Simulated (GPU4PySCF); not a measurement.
Co(CO)3(MeCN)(SiMe3) (C8H12CoNO3Si), SMILES C[Si](C)(C)[Co](<-[C-]#[O+])(<-[C-]#[O+])(<-[N]#CC)<-[C-]#[O+], multiplicity 1.

Coordinates come from a ωB97X-D3(BJ)/def2-TZVP optimisation. The multiplicity is an assumed one; no other spin state was optimised. The isomer is the one that the SMILES or the coordinates give; other isomers of the formula were not compared. Other conformers were not sampled.

Computed with GPU4PySCF with r2SCAN/def2-TZVPD.

The molecule is in vacuum.

```json
{
 "total_energy": "-2264.81066 hartree",
 "highest_occupied_level": "-5.23 eV",
 "lowest_empty_level": "-1.57 eV",
 "orbital_gap": "3.67 eV",
 "dipole_moment": "6.89 D",
 "quadrupole, principal values (traceless, Buckingham form, about the centre of nuclear charge)": "-16.80, -11.47, 28.27 D·Å",
 "mean_static_polarisability": "174.6 bohr³ (25.88 Å³)",
 "polarisability_principal_values": "157.9, 180.8, 185.2 bohr³"
}
```
